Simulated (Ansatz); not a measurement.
Mulliken charges of `B1CO[SiH2]1` from ωB97M-V/def2-TZVPP in Ansatz (PBE0-D4/def2-TZVP geometry).

| atom | x (Å) | y (Å) | z (Å) | charge (e) |
| --- | --- | --- | --- | --- |
| B1 | 1.089 | 0.085 | -0.246 | -0.153 |
| C2 | 0.252 | -0.809 | 0.740 | 0.013 |
| O3 | -1.107 | -0.360 | 0.503 | -0.404 |
| Si4 | -0.743 | 0.794 | -0.665 | 0.301 |
| H5 | 2.262 | 0.114 | -0.444 | 0.120 |
| H6 | 0.341 | -1.887 | 0.539 | 0.107 |
| H7 | 0.524 | -0.672 | 1.797 | 0.107 |
| H8 | -1.390 | 0.515 | -1.979 | -0.045 |
| H9 | -1.140 | 2.174 | -0.261 | -0.045 |

Task: By hand: the dipole of these point charges (1 e Å = 4.8032 D).

Result: Σ q r = (0.538, -0.020, -0.059) e Å, of length 0.542 e Å = 2.60 D.

Task: How does the dipole of the full density compare? (Best estimate.)

Result: Ansatz gave: (0.331, -0.011, -0.037) e Å, 1.60 D; the point charges give 1.62 times that, at 0° from its direction.

Point charges leave out the atoms' own dipoles, such as those of lone pairs, and Mulliken's split depends on the basis, so the two needn't agree.
